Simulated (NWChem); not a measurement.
System: Si₅H₉, doublet; SMILES [SiH]1[SiH2][SiH2][SiH2][SiH2]1

Here is an NWChem input.

```
start job
memory heap 200 mb stack 900 mb global 1100 mb
geometry units angstroms noautosym nocenter noautoz
  Si     1.901235     0.059449    -0.126327
  Si     0.620249    -1.898215    -0.203506
  Si    -1.543797    -1.120711     0.323763
  Si    -1.554824     1.115434    -0.413613
  Si     0.542353     1.911634     0.306414
  H      3.238137    -0.010512     0.542894
  H      1.105005    -2.934745     0.762675
  H      0.639978    -2.495634    -1.576985
  H     -2.636268    -1.954469    -0.269204
  H     -1.687032    -1.120858     1.815519
  H     -1.600693     1.146629    -1.910683
  H     -2.703660     1.907265     0.126504
  H      0.993338     3.129403    -0.437074
  H      0.490901     2.244949     1.768008
end
basis spherical
  Si library def2-svp
  H library def2-svp
end
dft
  odft
  mult 2
  xc xpbe96 cpbe96
  iterations 150
end
cosmo
  do_cosmo_smd true
  solvent dcm
end
task dft energy
```

All runs use the structure optimised with PBE0/def2-SVP, spin-unrestricted. No frequency run checked for a minimum. No stability test was run on the SCF state. Solvent: dichloromethane.

Level: PBE/def2-SVP with SMD (1 M gas to 1 M solution), gas-phase geometry. Reactions with the solvent are ignored.

Q: Give the results of this calculation. (PBE/def2-SVP, spin-unrestricted, SMD on the gas-phase geometry.) Quantities: solvation free energy (kcal/mol); cavity-dispersion-structure term (kcal/mol); dipole in solution (D).

A: 
- solvation free energy (kcal/mol): -1.1
- cavity-dispersion-structure term (kcal/mol): -0.7
- dipole in solution (D): 0.19
